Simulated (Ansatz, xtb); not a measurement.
Molecule: sum formula NbO2Cl, charge 1, multiplicity 2. The spin state was set by rule; other spins were not relaxed. SMILES of the parent species: [O]=[Nb](=[O])[Cl]
Structure (B3LYP-D3(BJ)/def2-TZVP (Ansatz, a first-principles code) minimum search):
```
Nb
O 1 1.7164
O 1 1.7860 2 95.48
Cl 1 2.2382 2 108.16 3 -110.93
```
Charge +1, spin multiplicity 2.

Harmonic wavenumbers from GFN2-xTB (xtb, at its own minimum), cm⁻¹: 159, 174, 202, 312, 660, 697.

Q: Give the harmonic wavenumbers at B3LYP-D3(BJ)/def2-TZVP (Ansatz, finite differences of forces, unscaled).

A: 164, 181, 197, 312, 466, 949 cm⁻¹. Zero-point energy 3.2 kcal/mol.

Q: From these and the geometry, give the ideal-gas thermochemistry at 298.15 K and 1 atm (rigid rotor, harmonic oscillator).

A: Point group C1, rotational symmetry number 1. Rotational constants 6.744, 2.646, 2.259 GHz. S(trans) 41.13, S(rot) 26.48, S(vib) 9.20, S(elec, spin only) 1.38, S 78.2 cal/(mol K). H(298) - H(0) 3.92 kcal/mol; G - E(el) -16.1 kcal/mol.
